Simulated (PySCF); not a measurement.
Working with the constants of ZrH

UHF-CCSD(T) constants of ZrH, quartet, unpaired electrons σ ↑, π ↑, δ ↑ (Zr def2-TZVPPD with ECP28, H def2-TZVPPD; scalar-relativistic core potentials (PySCF 2.14); masses 89.9047 and 1.0078 u):

```
ωe                     : 1562.9 cm⁻¹
ωexe                   : 19.2 cm⁻¹
Be                     : 4.816 cm⁻¹
αe                     : 0.0987 cm⁻¹
D (centrifugal)        : 0.000183 cm⁻¹
De to Zr (4d2 5s2) + H : 2.39 eV
```

(1) Give the vibrational terms G(v) and spacings up to v = 6.

(2) How well does the Morse estimate ωe²/(4ωexe) reproduce De, and what is D0?

Correlated steps freeze no core orbitals. Spin–orbit coupling is left out, which matters for elements this heavy, above all for dissociation energies. With d or f electrons several states lie close, and the lowest PBE0 determinant need not be the measured ground state.

Answers

(1) G(v) = ωe(v+½) − ωexe(v+½)².

```tsv
v	G(v) (cm⁻¹)	G(v) − G(v−1)	Bv (cm⁻¹)
0	777		4.767
1	2301	1525	4.668
2	3787	1486	4.569
3	5235	1448	4.471
4	6644	1409	4.372
5	8015	1371	4.273
6	9348	1332	4.174
```

(2) It gives 3.94 eV, 165 % of the computed De. D0 = De − G(0) = 2.39 − 0.10 = 2.29 eV.
